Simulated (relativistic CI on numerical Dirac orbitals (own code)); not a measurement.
**Nb⁷⁺: q coefficients and field-shift factors**

These numbers are calculated, not measured: Dirac-Coulomb-Breit CI, KLI orbitals optimised for each configuration, derivatives by finite differences, unscaled Slater integrals, QED left out (own radial code, finite nucleus).

CI space (outside the closed core [Ar] 3d10): 4s2 4p4, 4s 4p5, 4p6, 4s2 4p3 4d, 4s 4p4 4d, 4s2 4p3 4f. Double excitations out of closed p, d and f shells are left out; levels of such configurations are missing from the list, as are those of other unlisted configurations, and high levels can miss mixing partners.

With x = (α/α₀)² − 1 an excitation energy changes as ω = ω₀ + qx; K = 2q/ω₀ is the relative enhancement. Terms are leading LS components, so labels can repeat. The field-shift factor is F = δν/δ⟨r²⟩ for the transition from the lowest level.

Lowest level 4s2 4p4 3P_2.

```
           Level  ω₀ (cm⁻¹)  q (cm⁻¹)       K  F (GHz/fm²)
    4s2 4p4 3P_0      15776     11110    1.41       -0.187
    4s2 4p4 3P_1      16392     19240    2.35       -0.248
    4s2 4p4 1D_2      32847     17410    1.06       -0.189
    4s2 4p4 1S_0      71859     27910   0.777        -0.84
    4s 4p5 3P°_2     216419     25440   0.235        -20.2
    4s 4p5 3P°_1     227555     35160   0.309        -20.1
    4s 4p5 3P°_0     235593     45430   0.386        -20.2
    4s 4p5 1P°_1     278258     32490   0.233        -14.5
4s2 4p3 4d 5D°_0     296904     14770  0.0995         1.02
4s2 4p3 4d 5D°_1     297295     15580   0.105         1.02
4s2 4p3 4d 5D°_2     297381     14720   0.099         1.09
4s2 4p3 4d 5D°_3     297565     14110  0.0949         1.15
4s2 4p3 4d 5D°_4     298913     16060   0.107         1.16
4s2 4p3 4d 3D°_2     314981      7150  0.0454         1.27
4s2 4p3 4d 3D°_3     320895     18270   0.114         1.16
4s2 4p3 4d 3D°_1     322891     20290   0.126         1.11
4s2 4p3 4d 3F°_2     326222     18760   0.115         1.11
4s2 4p3 4d 3F°_3     329188     20340   0.124         1.11
4s2 4p3 4d 1S°_0     330773     17130   0.104         1.16
4s2 4p3 4d 3F°_4     333651     22730   0.136         1.12
4s2 4p3 4d 3G°_3     339650     13650  0.0804         1.24
4s2 4p3 4d 3G°_4     342153     17510   0.102         1.22
4s2 4p3 4d 3G°_5     345723     22870   0.132         1.16
```

At this charge configurations can still be misplaced by up to about 7 % of their energy.
